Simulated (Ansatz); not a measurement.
Compare A (`C[C@H]1N[Si@H]1C`) with its isomer B (`CC([SiH3])C=N`).

Program: Ansatz. Geometries: PBE0-D4/def2-TZVP. ΔE: electronic, gas phase. CCSD(T)/CBS adds triple-zeta CCSD(T) − MP2 to the extrapolated MP2 energy (def2 sets, frozen cores). DFT in def2-TZVPP. B3LYP here is the variant with VWN-RPA as its local correlation; programs differ in this. Each species was taken in one conformer, which may not be the lowest.

A:

Z-matrix (Å, degrees):
```
C
C 1 1.504
H 1 1.093 2 110.8
H 1 1.092 2 111.2 3 120.3
H 1 1.096 2 111.1 3 -120.1
N 2 1.500 1 115.3 3 -168.0
Si 2 1.835 1 127.2 3 -96.0
H 2 1.092 1 113.1 3 57.5
H 6 1.009 2 116.3 1 -119.2
C 7 1.855 2 125.6 1 -3.2
H 7 1.486 2 117.2 1 152.5
H 10 1.093 7 110.9 2 99.8
H 10 1.093 7 110.6 2 -140.4
H 10 1.091 7 110.2 2 -20.7
```

B:

```xyz
14

C    -1.3881    0.7763   -0.2213
C     0.0397    0.2351   -0.3040
Si    0.0513   -1.6565   -0.1674
C     0.9167    0.7920    0.7707
N     2.1216    1.1679    0.6915
H    -1.8416    0.5444    0.7463
H    -2.0241    0.3416   -0.9952
H    -1.4060    1.8625   -0.3426
H     0.4815    0.4746   -1.2791
H    -0.4290   -2.0602    1.1810
H    -0.8623   -2.2253   -1.1947
H     1.4255   -2.1787   -0.3792
H     0.4442    0.8580    1.7585
H     2.4706    1.0682   -0.2646
```

Which isomer does CCSD(T)/CBS put lower? Give the gap. (Estimate.)

Ansatz gave: A, by 6.1 kcal/mol.

Give E(B) − E(A) in kcal/mol with B3LYP, ωB97M-V, r2SCAN-D4, CCSD/def2-TZVPP, B3LYP-D4, B2PLYP, CCSD(T)/def2-TZVPP. (Best estimate.)

Computed: B3LYP 5.0, ωB97M-V 7.3, r2SCAN-D4 8.4, CCSD/def2-TZVPP 4.3, B3LYP-D4 4.5, B2PLYP 5.4, CCSD(T)/def2-TZVPP 4.3. None reverses the order clearly.

Largest T1 diagnostic: 0.012.

In def2-TZVPP, CCSD(T) changes the Hartree–Fock value by +4.7 kcal/mol (the triples alone add +0.0 kcal/mol) and MP2 by +7.7 kcal/mol. From PBE to PBE0 (25 % exact exchange), in def2-TZVPP and without D4, E(B) − E(A) moves by +0.7 kcal/mol.
